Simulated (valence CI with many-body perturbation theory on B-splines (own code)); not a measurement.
**Ladder of approximations for Os⁷⁰⁺**

Computed by relativistic CI+MBPT: four valence electrons over a frozen Dirac-Fock core [He], radial functions for each j: 11 s, 11 p, 9 d, 7 f, 5 g, 2 h, 1 i, with the one-electron correlation potential Σ1 (screened to all orders), the two-electron term Σ2, the three-electron term Σ3, Breit, model QED; selected single and double excitations, second order for the rest (own B-spline code, finite nucleus).

The last digits are not significant, and no measured levels were compared; by estimate large intervals hold to a few tenths of a per cent, small ones and those within an open d or f shell to about a per cent. Among the levels kept, up to 300 cm⁻¹ of a level comes from second order outside the variational space, and about a tenth of that is noise between levels of different J, which matters for small intervals.

Each rung adds one term. CI alone is the Dirac-Coulomb CI over the frozen core; QED comes last and gives the full result, which names the levels. Energies are above (2s^2 2p1/2^2) J=0 on the same rung, in Ry.

Levels are named by their leading jj configuration (3d3/2^4 stands for four electrons in 3d with j = 3/2), which in mixed levels can hold well under half, so a name can repeat and another be missing. Letters in brackets count levels of one name in rising energy.

| Level | CI alone | Σ1 | Σ2 | Σ3 | Breit | QED | Full |
| --- | --- | --- | --- | --- | --- | --- | --- |
| (2s^2 2p1/2 2p3/2) J=1 | 119.02 | +0.018 | -0.004 | -0.001 | -1.728 | +0.147 | 117.45 |
| (2s^2 2p1/2 2p3/2) J=2 | 121.02 | +0.018 | -0.003 | -0.003 | -2.385 | +0.147 | 118.80 |
| (2s 2p1/2^2 2p3/2) J=2 | 142.71 | -0.009 | -0.020 | -0.005 | -0.685 | -1.326 | 140.67 |
| (2s 2p1/2^2 2p3/2) J=1 | 149.19 | -0.009 | -0.031 | -0.012 | -0.428 | -1.330 | 147.38 |
| (2s^2 2p3/2^2) J=2 | 241.53 | +0.035 | -0.003 | -0.005 | -3.668 | +0.273 | 238.16 |
| (2s^2 2p3/2^2) J=0 | 245.62 | +0.035 | +0.005 | -0.009 | -2.947 | +0.271 | 242.97 |
| (2s 2p1/2 2p3/2^2) J=2 [a] | 259.33 | +0.009 | -0.015 | -0.004 | -2.195 | -1.181 | 255.95 |
| (2s 2p1/2 2p3/2^2) J=3 | 263.67 | +0.009 | -0.017 | -0.007 | -3.211 | -1.182 | 259.26 |
| (2s 2p1/2 2p3/2^2) J=0 | 266.97 | +0.009 | -0.010 | -0.009 | -1.650 | -1.184 | 264.13 |
| (2s 2p1/2 2p3/2^2) J=1 [a] | 269.18 | +0.009 | -0.035 | -0.013 | -2.091 | -1.188 | 265.86 |
| (2s 2p1/2 2p3/2^2) J=2 [b] | 270.45 | +0.009 | -0.031 | -0.014 | -2.723 | -1.187 | 266.51 |
| (2s 2p1/2 2p3/2^2) J=1 [b] | 270.10 | +0.009 | -0.021 | -0.012 | -2.034 | -1.186 | 266.85 |
| (2p1/2^2 2p3/2^2) J=2 | 294.76 | -0.017 | -0.054 | -0.017 | -0.970 | -2.637 | 291.06 |
| (2p1/2^2 2p3/2^2) J=0 | 299.02 | -0.017 | -0.049 | -0.017 | -0.233 | -2.637 | 296.07 |
| (2s 2p3/2^3) J=2 | 386.16 | +0.027 | -0.013 | -0.010 | -3.850 | -1.039 | 381.28 |
| (2s 2p3/2^3) J=1 | 392.55 | +0.027 | -0.026 | -0.015 | -3.623 | -1.044 | 387.87 |
| (2p1/2 2p3/2^3) J=1 | 414.59 | 0.000 | -0.046 | -0.016 | -2.228 | -2.518 | 409.78 |
| (2p1/2 2p3/2^3) J=2 | 416.59 | 0.000 | -0.044 | -0.016 | -2.876 | -2.518 | 411.14 |
| (2p3/2^4) J=0 | 538.75 | +0.018 | -0.035 | -0.016 | -3.671 | -2.377 | 532.67 |

The middle columns are the shifts that each term adds.

(1) How does the ionisation energy move along the ladder, and which term matters most?

## Answers

(1) CI alone 19648, + Σ1 19648, + Σ2 19648, + Σ3 19648, + Breit 19604, + QED 19604 eV. The largest step is Breit, -44 eV. NIST lists 19600 ± 60 eV (theoretical).
